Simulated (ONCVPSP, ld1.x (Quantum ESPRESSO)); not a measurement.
Potentials for Tc (Z = 43) compared

Generated with ld1.x 7.5 (TM, RRKJ, ultrasoft, PAW), atompaw 4.2 or ONCVPSP 4.0.1. The cutoff is in Ry: for ld1.x and atompaw files where the sum of valence levels is converged to 10 mRy in a Bessel basis, for ONCV files where the hardest occupied wave has 1 mHa per electron of residual kinetic energy. The error is the largest all-electron minus pseudo excitation energy over each file’s own four to seven test configurations (ionisations up to +4, promotions, holes and added fractions of an electron), all of which were solved. The labels leave out finer settings (local radius, basis sizes, second energies), which also bear on the numbers. Spin-polarised tests are not counted. The rows are a selection from randomly drawn settings: files with unsolved tests, undetermined cutoffs or missed reference levels are left out.

| potential | cutoff (Ry) | largest error (meV) | bound ghosts |
| --- | --- | --- | --- |
| ONCV, PBEsol, scalar-relativistic, rc 1.60/1.20/1.55 (spd), local smoothed, core correction yes, reference 4s2 4p6 4d5 5s2, qcut 6.9/7.5/7.2, projectors 2/1/2 | 91 | -23 | none |
| ONCV, LDA (Perdew-Wang 92), scalar-relativistic, rc 1.45/1.70/2.35/2.00 (spdf), local smoothed, core correction yes, reference 4s2 4p6 4d5 5s1.5, qcut 7.8/7.3/6.9/5, projectors 2/2/2/1 | 46 | +13 | none |
| ONCV, PBE, scalar-relativistic, rc 1.55/1.70/1.40 (spd), local smoothed, core correction yes, reference 4s2 4p6 4d5 5s2, qcut 6.7/9.8/6.9, projectors 2/1/2 | 45 | -40 | none |
| TM, PBE, fully relativistic, rc 2.90/2.70/1.50/2.60 (spdf), local smoothed, core correction no, reference 4d5 5s2 5p0 | 50 | +129 | none |

**Question.** Fill in the row for Tc: ONCV, LDA (Perdew-Wang 92), scalar-relativistic, rc 1.65/2.00/2.10 (spd), local smoothed, core correction no, reference 4s2 4p6 4d5 5s1 5p1, qcut 6.6/5.6/7.3, projectors 2/2/2.

**Answer.** cutoff 41 Ry, largest error -115 meV, bound ghosts: none.
